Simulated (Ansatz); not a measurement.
`[NH2][Al]1[CH2][CH2]1`. Total charge 0; spin multiplicity 1. The geometry is a stationary point of PBE0-D4/def2-TZVP. It is one conformer, not always the lowest.

```xyz
10

N    -1.896    0.387    1.287
Al   -0.462    0.095    0.314
C     1.208   -0.709   -0.085
C     0.670    0.325   -1.190
H    -2.087   -0.052    2.172
H    -2.639    1.018    1.037
H     2.137   -0.401    0.393
H     1.303   -1.732   -0.445
H     0.461   -0.130   -2.157
H     1.305    1.200   -1.326
```

Problem. What is the dipole moment at B3LYP/def2-TZVPP? (An estimate is asked.)

Solution. Ansatz gave: 2.22 D, with components (-1.81, 0.37, 1.23) D in this frame, pointing from negative to positive charge.

Problem. And with PBE, r2SCAN, ωB97M-V? (Best estimate.)

Solution. Computed: PBE 2.10 D, r2SCAN 2.19 D, ωB97M-V 2.30 D.

Problem. Give the Mulliken charges with B3LYP, PBE, ωB97M-V in def2-TZVPP. (Estimate.)

Solution. Ansatz gave: 
```
atom  B3LYP    PBE  ωB97M-V
  N1  -0.39  -0.38    -0.35
 Al2   0.41   0.32     0.46
  C3  -0.29  -0.26    -0.34
  C4  -0.29  -0.26    -0.34
  H5   0.14   0.15     0.11
  H6   0.14   0.15     0.11
  H7   0.07   0.07     0.08
  H8   0.07   0.07     0.08
  H9   0.07   0.07     0.08
 H10   0.07   0.07     0.08
```

B3LYP here is the variant with VWN-RPA as its local correlation; programs differ in this.
